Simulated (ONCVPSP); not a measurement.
## cerium (Ce): variants of one ONCV potential

Base potential:

| Quantity | Value |
| --- | --- |
| Element | Ce |
| Generator | ONCVPSP 4.0.1 |
| Type | optimised norm-conserving Vanderbilt (ONCV) |
| Functional | PBE |
| Relativity | scalar-relativistic |
| Frozen core | [Kr] 4d10 |
| Valence charge | 12 |
| Reference configuration | 4f1 5s2 5p6 5d1 6s1.75 (charge +0.25) |
| Partial waves | 5s+6s: rc 2.50 bohr, ncon 4, nbas 8, qcut 5.4 1/bohr, 2 projectors; 5p: rc 2.05 bohr, ncon 3, nbas 7, qcut 3.8 1/bohr, 2 projectors, debl 0.9 Ha; 5d: rc 3.40 bohr, ncon 4, nbas 8, qcut 4.2 1/bohr, 2 projectors, debl 3.5 Ha; 4f: rc 1.05 bohr, ncon 3, nbas 7, qcut 19.6 1/bohr, 1 projector |
| Local potential | polynomial inside 1.00 bohr (lpopt 5, dvloc0 3 Ha) |
| Core correction | Teter function, fcfact 4.25, rcfact 1.45 |

In the p channel the program set the typed energies aside and used -0.904, 0.250 Ha.

Cutoffs, loose and tight: the cutoffs (Ha) at which the residual kinetic energy of the hardest occupied pseudo-wave falls to 1 and 0.1 mHa per electron. They do not see the model core or the augmentation charge, which bear on the density cutoff. Test errors are all-electron minus pseudo excitation energies from the reference, over the configurations 4f1 5s2 5p6 5d1 6s2; 4f1 5s2 5p6 5d1 6s1; 4f1 5s2 5p6 5d1 6s0; 4f1 5s2 5p6 5d1.5 6s1.5. A dash means not determined; rows that change the core or the reference have their own tests.

A true bound ghost makes a file unfit for plane-wave use even where its test errors are small: the radial tests pick states by their node count and pass the ghost by.

```csv
change,outcome,"cutoff, loose","cutoff, tight",bound ghosts,GHOST(+) flags above zero,largest test error (meV)
base,"generated, projector energies reset by the program",125 Ha,141 Ha,s,"p, d",-7.0
"core correction Teter function, fcfact 4.25, rcfact 0.98","generated, projector energies reset by the program",125 Ha,141 Ha,s,"p, d",-5.7
"core correction Teter function, fcfact 4.25, rcfact 1.1","generated, projector energies reset by the program",125 Ha,141 Ha,s,"p, d",-5.8
"core correction Teter function, fcfact 4.25, rcfact 1.18","generated, projector energies reset by the program",125 Ha,141 Ha,s,"p, d",-5.8
"core correction Teter function, fcfact 4.25, rcfact 1.34","generated, projector energies reset by the program",125 Ha,141 Ha,s,"p, d",-6.2
"core correction Teter function, fcfact 4.25, rcfact 1.42","generated, projector energies reset by the program",125 Ha,141 Ha,s,"p, d",-6.7
"core correction Teter function, fcfact 4.25, rcfact 1.54","generated, projector energies reset by the program",125 Ha,141 Ha,s,"p, d",-8.8
"core correction Teter function, fcfact 4.25, rcfact 1.68","generated, projector energies reset by the program",125 Ha,141 Ha,s,"p, d",-17
"core correction Teter function, fcfact 4.25, rcfact 1.94","generated, projector energies reset by the program",125 Ha,141 Ha,s,"p, d",-75
"core correction Teter function, fcfact 4.25, rcfact 2.04","generated, projector energies reset by the program",125 Ha,141 Ha,s,"p, d",-118
```

Q: What comes out with this change to the base: core correction Teter function, fcfact 4.25, rcfact 1.82?

A: outcome: generated, projector energies reset by the program; cutoff, loose: 125 Ha; cutoff, tight: 141 Ha; bound ghosts: s; GHOST(+) flags above zero: p, d; largest test error (meV): -39.

Reading the sweep of the rcfact (base included, trends over the rows without a ghost): Bound ghosts are found at 0.98, 1.1, 1.18, 1.34, 1.42, 1.45, 1.54, 1.68, 1.82, 1.94, 2.04. Every judged row has one, so this setting neither creates nor removes them.
